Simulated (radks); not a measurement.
All-electron atom: the iridium ion Ir13+ in [Kr] 4d10 4f14 5s2 5p2.

Calculated with a radial shooting solver on a logarithmic mesh with Libxc functionals: non-relativistic Kohn-Sham, LDA (Slater exchange, Perdew-Wang correlation), spin-unpolarised, spherical densities, point nucleus; relativity is left out, which matters for an element this heavy.

Energy parts (hartree):
total: -16748.3260
kinetic: 16742.9850
electron-nucleus: -39308.7528
Hartree: 6127.8402
exchange-correlation: -310.3983

Orbitals (lengths in bohr, moments of r in powers of bohr; r(max) is where P^2 peaks):
orbital  occ.  eigenvalue (hartree)   r(max)
1s          2             -2552.982  0.01306
2s          2             -431.2726  0.07104
2p          6             -414.6637  0.05509
3s          2             -106.8768   0.1945
3p          6             -99.07138   0.1830
3d         10             -84.47159   0.1439
4s          2             -29.13649   0.4350
4p          6             -25.80567   0.4346
4d         10             -19.68608   0.4280
4f         14             -11.51843   0.3858
5s          2             -10.98041   0.9360
5p          2              -9.79847   0.9771
5d          0              -7.76405    1.079
6s          0              -5.78282    1.760

The highest occupied level is 5p at -266.63 eV. Summed over all electrons, <r^2> = 14.17 bohr^2, which gives a Langevin (diamagnetic) susceptibility term of -11.2 x 10^-6 cm^3/mol.
